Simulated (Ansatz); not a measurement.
```yaml
crystal:
  periodic: [false, false, false]
  atoms:
    - {symbol: C, position_ang: [-1.322050, -0.296893, 0.171176]}
    - {symbol: B, position_ang: [-0.296920, 0.078215, -0.605552]}
    - {symbol: S, position_ang: [1.548880, -0.591381, 0.609217]}
    - {symbol: Cl, position_ang: [0.084103, -0.587318, -2.000782]}
    - {symbol: Cl, position_ang: [0.002738, 1.974599, -0.541467]}
    - {symbol: H, position_ang: [-1.085896, -1.297793, 0.352197]}
    - {symbol: H, position_ang: [-1.438743, -0.138455, 1.205541]}
    - {symbol: H, position_ang: [-2.207849, -0.039292, -0.201073]}
    - {symbol: H, position_ang: [1.617200, 0.602609, 1.591995]}
    - {symbol: H, position_ang: [2.563855, 0.202912, -0.262455]}
basis:
  gaussian: {orbitals: cc-pVTZ}
hamiltonian: {xc: {name: LC-wPBE}}
scf: {lower_state_search: full}
relax: {f_tol: 0.0001, max_steps: 3}
```

```sh
$ ansatz run in.yaml --threads 4 --pin off --events-out ev --progress --plain --max-ram 10444MiB
```

Output, abridged:

```
Functional definition: LC-wPBE
1490 factors; their error is unknown
545 factors; integrals over basis functions are off by at most 5.0e-6 eV
mean field evaluation 1: about -37661.5594 eV, gradient 4.4e1 eV
mean field evaluation 2: about -37664.2266 eV, gradient 2.8e1 eV
mean field evaluation 4: about -37665.8395 eV, gradient 1.7e0 eV
mean field evaluation 8: about -37665.8515 eV, gradient 1.1e-1 eV
mean field evaluation 16: about -37665.8069 eV, gradient 1.9e-4 eV
mean field -37665.80694944 eV, -1384.1928745911 hartree, gradient 2.9e-5 eV, S^2 0.000000; 0 other end points of the search recorded, 0 dependent functions left out
reference -37665.80694945 eV, -1384.1928745913 hartree; 33, 33 occupied and 199, 199 virtual orbitals, 1490 factors
relax step   1: F+E_penalty+E_count = -37665.80694944 eV  Δ(F+E_penalty+E_count) = +0.000e0 eV  max|allowed force component| = 7.305e0 eV/Å  Δτ_max = 0.0000 Å  (33 SCF iters, accepted)
1490 factors; their error is unknown
545 factors; integrals over basis functions are off by at most 2.7e-6 eV
mean field -37668.55516642 eV, -1384.2938697023 hartree, gradient 2.5e-5 eV, S^2 0.000000; 0 other end points of the search recorded, 0 dependent functions left out
reference -37668.55516643 eV, -1384.2938697025 hartree; 33, 33 occupied and 199, 199 virtual orbitals, 1490 factors
relax step   2: F+E_penalty+E_count = -37668.55516642 eV  Δ(F+E_penalty+E_count) = -2.748e0 eV  max|allowed force component| = 4.158e0 eV/Å  Δτ_max = 0.1943 Å  (39 SCF iters, accepted)
1490 factors; their error is unknown
545 factors; integrals over basis functions are off by at most 3.1e-6 eV
mean field evaluation 32: about -37669.0598 eV, gradient 2.5e-3 eV
mean field -37669.01806687 eV, -1384.3108809800 hartree, gradient 9.1e-6 eV, S^2 0.000000; 0 other end points of the search recorded, 0 dependent functions left out
reference -37669.01806688 eV, -1384.3108809803 hartree; 33, 33 occupied and 199, 199 virtual orbitals, 1490 factors
relax step   3: F+E_penalty+E_count = -37669.01806687 eV  Δ(F+E_penalty+E_count) = -4.629e-1 eV  max|allowed force component| = 1.039e0 eV/Å  Δτ_max = 0.1955 Å  (40 SCF iters, accepted)
Error: geometry relaxation did not converge after 3 steps: max|allowed force component| = 1.04e0 eV/Å (threshold 1.0e-4). Raise `relax.max_steps` over both its present limit and 3, loosen `relax.f_tol`, or start from a geometry closer to equilibrium. Where this run's directory can be resumed (`checkpoint.write`), a resume goes on for up to `relax.max_steps` more
```

(1) What is wrong with this run?

Results:

(1) The relaxation is allowed too few steps for its threshold. No converged result was reached.
